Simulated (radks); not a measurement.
Br XX, 16 electrons, occupied as [Ne] 3s2 3p4 (the NIST ground configuration).

All-electron calculation, Dirac Kohn-Sham, PBEsol, spin-unpolarised, spherical densities, point nucleus; open shells are shared between the two j in proportion to 2j + 1. Program: a radial shooting solver on a logarithmic mesh with Libxc functionals.

Energy parts (eV):
| part | energy |
|---|---|
| total | -65282.483 |
| kinetic | 67105.275 |
| electron-nucleus | -144781.759 |
| Hartree | 14198.787 |
| exchange-correlation | -1804.786 |

Orbitals (lengths in bohr, moments of r in powers of bohr; <r^-3> diverges for s and p1/2; r(max) is where P^2 peaks):
orbital     occ.  eigenvalue (eV)     <r^2>  <r^-3>   r(max)
1s1/2          2        -14064.17  0.002463       -  0.02793
2s1/2          2        -2478.499   0.04147       -   0.1588
2p1/2          2        -2311.705   0.03179       -   0.1248
2p3/2          4        -2263.541   0.03315    1317   0.1280
3s1/2          2        -855.3757    0.2627       -   0.4479
3p1/2    1.33333        -798.4670    0.2518       -   0.4309
3p3/2    2.66667        -788.2540    0.2583   282.0   0.4371
3d3/2          0        -700.7990    0.2117   42.80   0.3574
3d5/2          0        -698.6996    0.2134   41.56   0.3591
4s1/2          0        -421.1208    0.9925       -   0.9351
4p1/2          0        -398.4908     1.007       -   0.9389
4p3/2          0        -394.9477     1.025   98.05   0.9483
4f5/2          0        -335.2725    0.8047   3.848   0.7454
4f7/2          0        -335.0503    0.8063   3.826   0.7463

The highest occupied level is 3p3/2 at -788.25 eV. For comparison, the ionisation energy in NIST's Atomic Spectra Database is 810 eV (semi-empirical). In exact Kohn-Sham theory the highest level is minus the ionisation energy, but local and semilocal functionals leave it too shallow, through self-interaction and a potential that decays too fast; potentials with the right tail come closer.

Beside tabulated values, note that spin-unpolarised runs miss the spin-polarisation part of the exchange energy of open shells.
